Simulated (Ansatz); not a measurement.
Reaction (redistribution): `C[SiH2]OCO` + `[F][GaH][F]` → `OCO[SiH2]F` + `[CH3][GaH][F]`

Program: Ansatz. Geometries: PBE0-D4/def2-TZVP. ΔE: electronic, gas phase. CCSD(T)/CBS is the MP2 limit (def2-TZVPP, def2-QZVPP) plus CCSD(T) − MP2 in def2-TZVPP, frozen cores. DFT in def2-TZVPP. For Ga outer-core shells are correlated without core-valence functions, which leaves a few kJ/mol of doubt a bond. Scalar relativity is left out up to krypton. One conformer a species, not always the lowest.

```csv
level,ΔE (eV)
ωB97X-V,-0.52
PBE,-0.51
MP2/def2-QZVPP,-0.60
SCS-MP2/def2-QZVPP,-0.58
```

Problem. What does CCSD(T)/CBS give? (Best estimate.)

Solution. Computed: -0.62 eV. The listed levels differ from it by 0.10, 0.11, 0.02, 0.04 eV.

Largest T1 diagnostic among the species: 0.015.

From PBE to PBE0 (25 % exact exchange), in def2-TZVPP and without D4, ΔE moves by −0.03 eV.
